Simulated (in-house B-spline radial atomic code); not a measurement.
Inner levels of antimony as electrons are removed. A shift is the extra binding of the orbital against the neutral atom ([Kr] 4d10 5s2 5p1/2(2) 5p3/2(1)). The density at the nucleus is averaged over the nuclear charge. Computed with an all-electron radial atomic-structure program (B-spline basis): Dirac-Hartree-Fock, jj configuration that fills j = l - 1/2 first, finite nuclei.

A number in brackets counts the electrons of a j subshell.

```
  ion                    configuration  shift of 2p3/2 (eV)  shift of 3s1/2 (eV)  shift of 3d3/2 (eV)  radius of 2p3/2 (bohr)  radius of 3s1/2 (bohr)  radius of 3d3/2 (bohr)  Σ<r²> (bohr²)  change of density at nucleus (bohr⁻³)
Sb18+  [Ar] 3d10 4s2 4p1/2(2) 4p3/2(1)                481.5               459.17               461.36                 0.10867                 0.32556                 0.29775          5.112                                 291.59
Sb19+           [Ar] 3d10 4s2 4p1/2(2)               522.98               497.37               500.21                 0.10866                 0.32518                 0.29708         4.4347                                 338.81
Sb20+           [Ar] 3d10 4s2 4p1/2(1)               566.57               536.98               540.15                 0.10863                 0.32474                 0.29633         3.8085                                 375.13
Sb21+                    [Ar] 3d10 4s2               611.15               577.33               580.86                  0.1086                 0.32428                 0.29556         3.2085                                 412.41
Sb22+                    [Ar] 3d10 4s1               656.25               617.64               622.79                 0.10858                 0.32438                 0.29479         2.6472                                -115.51
Sb23+                        [Ar] 3d10               702.19               658.56                665.4                 0.10856                 0.32408                   0.294         2.1058                                -670.41
Sb24+           [Ar] 3d3/2(4) 3d5/2(5)               790.19                727.5               739.99                 0.10844                 0.32173                 0.29001         1.9585                                 -575.4
Sb25+           [Ar] 3d3/2(4) 3d5/2(4)               880.33               797.67               816.19                 0.10832                 0.31938                 0.28615         1.8187                                -476.59
Sb26+           [Ar] 3d3/2(4) 3d5/2(3)                972.6               869.04               893.98                  0.1082                 0.31705                 0.28242         1.6859                                   -374
Sb27+           [Ar] 3d3/2(4) 3d5/2(2)              1066.99               941.62               973.35                 0.10807                 0.31473                 0.27879         1.5596                                -267.61
Sb28+           [Ar] 3d3/2(4) 3d5/2(1)              1163.47              1015.38              1054.31                 0.10793                 0.31242                 0.27528         1.4393                                -157.42
Sb29+                    [Ar] 3d3/2(4)              1262.03              1090.33              1136.83                 0.10778                 0.31013                 0.27187         1.3248                                 -43.42
Sb30+                    [Ar] 3d3/2(3)              1365.76              1166.78              1220.32                 0.10766                 0.30783                 0.26855          1.217                                 77.795
Sb31+                    [Ar] 3d3/2(2)              1471.66               1244.4              1305.35                 0.10754                 0.30554                 0.26532         1.1141                                 202.95
```
